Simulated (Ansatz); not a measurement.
The cluster NiCl₂. Total charge 0; quintet. Geometry PBE0-D4/def2-TZVP.

```xyz
3

Ni   -0.980   -0.764   -0.385
Cl    0.020    0.355    1.444
Cl    0.960    0.410   -1.059
```

The 6-31G sets use Cartesian d functions. LC-ωPBE has ω = 0.4 bohr⁻¹. In the quintet, Cl2 and Cl3 lie 2.67 Å apart (atoms count from 1), so these atoms are partly bonded to each other. At PBE0-D4/def2-TZVP a triplet of charge 0 lies 3.79 eV below the quintet, each at its own geometry. The structure comes from a short search, and lower isomers may exist.

Q: Estimate the α-spin orbital energies around the gap (eV) in Ansatz with HF/6-31G, HF/def2-TZVP, PBE-D4/def2-TZVP, r2SCAN0-D4/def2-TZVP, LC-ωPBE/def2-TZVP.

A: 
```json
{"orbital": "HOMO−9", "HF/6-31G": "-20.93", "HF/def2-TZVP": "-21.03", "PBE-D4/def2-TZVP": "-10.25", "r2SCAN0-D4/def2-TZVP": "-13.48", "LC-ωPBE/def2-TZVP": "-15.83"}
{"orbital": "HOMO−8", "HF/6-31G": "-20.91", "HF/def2-TZVP": "-20.97", "PBE-D4/def2-TZVP": "-9.61", "r2SCAN0-D4/def2-TZVP": "-13.34", "LC-ωPBE/def2-TZVP": "-15.54"}
{"orbital": "HOMO−7", "HF/6-31G": "-20.89", "HF/def2-TZVP": "-20.97", "PBE-D4/def2-TZVP": "-9.49", "r2SCAN0-D4/def2-TZVP": "-13.26", "LC-ωPBE/def2-TZVP": "-15.38"}
{"orbital": "HOMO−6", "HF/6-31G": "-16.09", "HF/def2-TZVP": "-16.06", "PBE-D4/def2-TZVP": "-9.14", "r2SCAN0-D4/def2-TZVP": "-12.08", "LC-ωPBE/def2-TZVP": "-14.61"}
{"orbital": "HOMO−5", "HF/6-31G": "-14.78", "HF/def2-TZVP": "-14.59", "PBE-D4/def2-TZVP": "-8.69", "r2SCAN0-D4/def2-TZVP": "-11.26", "LC-ωPBE/def2-TZVP": "-14.00"}
{"orbital": "HOMO−4", "HF/6-31G": "-13.82", "HF/def2-TZVP": "-13.58", "PBE-D4/def2-TZVP": "-8.40", "r2SCAN0-D4/def2-TZVP": "-10.25", "LC-ωPBE/def2-TZVP": "-12.96"}
{"orbital": "HOMO−3", "HF/6-31G": "-13.28", "HF/def2-TZVP": "-13.08", "PBE-D4/def2-TZVP": "-8.20", "r2SCAN0-D4/def2-TZVP": "-9.95", "LC-ωPBE/def2-TZVP": "-12.50"}
{"orbital": "HOMO−2", "HF/6-31G": "-12.83", "HF/def2-TZVP": "-12.56", "PBE-D4/def2-TZVP": "-7.84", "r2SCAN0-D4/def2-TZVP": "-9.40", "LC-ωPBE/def2-TZVP": "-12.06"}
{"orbital": "HOMO−1", "HF/6-31G": "-12.46", "HF/def2-TZVP": "-12.37", "PBE-D4/def2-TZVP": "-7.38", "r2SCAN0-D4/def2-TZVP": "-9.04", "LC-ωPBE/def2-TZVP": "-11.56"}
{"orbital": "HOMO", "HF/6-31G": "-8.39", "HF/def2-TZVP": "-8.16", "PBE-D4/def2-TZVP": "-4.75", "r2SCAN0-D4/def2-TZVP": "-6.23", "LC-ωPBE/def2-TZVP": "-8.29"}
{"orbital": "LUMO", "HF/6-31G": "0.84", "HF/def2-TZVP": "3.12", "PBE-D4/def2-TZVP": "-0.45", "r2SCAN0-D4/def2-TZVP": "0.07", "LC-ωPBE/def2-TZVP": "2.30"}
{"orbital": "LUMO+1", "HF/6-31G": "1.57", "HF/def2-TZVP": "3.97", "PBE-D4/def2-TZVP": "0.58", "r2SCAN0-D4/def2-TZVP": "1.11", "LC-ωPBE/def2-TZVP": "3.27"}
{"orbital": "LUMO+2", "HF/6-31G": "2.81", "HF/def2-TZVP": "4.93", "PBE-D4/def2-TZVP": "1.51", "r2SCAN0-D4/def2-TZVP": "2.51", "LC-ωPBE/def2-TZVP": "4.29"}
{"orbital": "LUMO+3", "HF/6-31G": "4.64", "HF/def2-TZVP": "5.49", "PBE-D4/def2-TZVP": "2.29", "r2SCAN0-D4/def2-TZVP": "3.20", "LC-ωPBE/def2-TZVP": "4.85"}
{"orbital": "LUMO+4", "HF/6-31G": "7.06", "HF/def2-TZVP": "7.84", "PBE-D4/def2-TZVP": "4.27", "r2SCAN0-D4/def2-TZVP": "5.35", "LC-ωPBE/def2-TZVP": "7.30"}
{"orbital": "LUMO+5", "HF/6-31G": "8.13", "HF/def2-TZVP": "7.91", "PBE-D4/def2-TZVP": "4.57", "r2SCAN0-D4/def2-TZVP": "5.63", "LC-ωPBE/def2-TZVP": "7.51"}
{"orbital": "β HOMO", "HF/6-31G": "-11.28", "HF/def2-TZVP": "-11.18", "PBE-D4/def2-TZVP": "-7.40", "r2SCAN0-D4/def2-TZVP": "-9.05", "LC-ωPBE/def2-TZVP": "-11.76"}
{"orbital": "β LUMO", "HF/6-31G": "-1.84", "HF/def2-TZVP": "-1.33", "PBE-D4/def2-TZVP": "-6.77", "r2SCAN0-D4/def2-TZVP": "-5.30", "LC-ωPBE/def2-TZVP": "-3.44"}
```
